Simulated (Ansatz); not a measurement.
CH5BO2Si can be A, `O=C([SiH3])BO`, or B, `[SiH3]B1OCO1`.

Program: Ansatz. Geometries: PBE0-D4/def2-TZVP. ΔE: electronic, gas phase. CCSD(T)/CBS adds triple-zeta CCSD(T) − MP2 to the extrapolated MP2 energy (def2 sets, frozen cores). Functionals use def2-TZVPP. B3LYP here is the variant with VWN-RPA as its local correlation; programs differ in this. Each species was taken in one conformer, which may not be the lowest.

Which is lower in electronic energy at CCSD(T)/CBS, and by how much? (An estimate is asked.)

Computed: B, by 16.9 kcal/mol.

Give E(B) − E(A) in kcal/mol with CCSD(T)/def2-TZVPP, PBE-D4, B3LYP-D4, PBE0-D4, MP2/def2-TZVPP, ωB97M-V, B3LYP. (An estimate is asked.)

The calculation gave: CCSD(T)/def2-TZVPP -17.5, PBE-D4 -17.6, B3LYP-D4 -14.4, PBE0-D4 -20.4, MP2/def2-TZVPP -18.0, ωB97M-V -17.0, B3LYP -14.7. None reverses the order clearly.

Largest T1 diagnostic: 0.016.

From PBE to PBE0 (25 % exact exchange), in def2-TZVPP and without D4, E(B) − E(A) moves by −2.8 kcal/mol. In def2-TZVPP, CCSD(T) changes the Hartree–Fock value by −1.0 kcal/mol (the triples alone add +0.5 kcal/mol) and MP2 by −1.5 kcal/mol.
